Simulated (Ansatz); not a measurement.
CH5BSe2 (`CB([SeH])[SeH]`), relaxed with RKS PBE0-D4/def2-TZVP in Ansatz 0.2.0 from a GFN2-xTB geometry. The force threshold is 0.005 eV/Å; the program also tests the step.

Total charge 0; spin multiplicity 1.

Start:

```xyz
9

C     0.859   -0.811   -0.239
B    -0.139    0.385    0.008
Se    0.498    2.187   -0.191
Se   -1.960    0.077    0.546
H     1.353   -1.088    0.696
H     1.654   -0.548   -0.939
H     0.372   -1.712   -0.611
H    -0.718    2.873    0.180
H    -1.919   -1.362    0.550
```

Question: How much energy does the relaxation release, and in how many steps? (An estimate is asked.)

Answer: Ansatz gave: 0.80 kcal/mol, in 24 steps, 6 of them rejected.

Question: Which bonds change most? (An estimate is asked.)

Answer: Ansatz gave: Se4–H9 from 1.440 to 1.470 Å; Se3–H8 from 1.445 to 1.470 Å; C1–B2 from 1.578 to 1.564 Å; B2–Se4 from 1.923 to 1.936 Å.

Question: Give the relaxed structure. (Best estimate.)

Answer: Computed: 
```xyz
9

C     0.867   -0.803   -0.255
B    -0.127    0.373    0.018
Se    0.465    2.181   -0.333
Se   -1.921    0.095    0.692
H     1.040   -1.373    0.663
H     1.837   -0.479   -0.638
H     0.436   -1.503   -0.979
H    -0.767    2.879    0.063
H    -1.829   -1.370    0.768
```
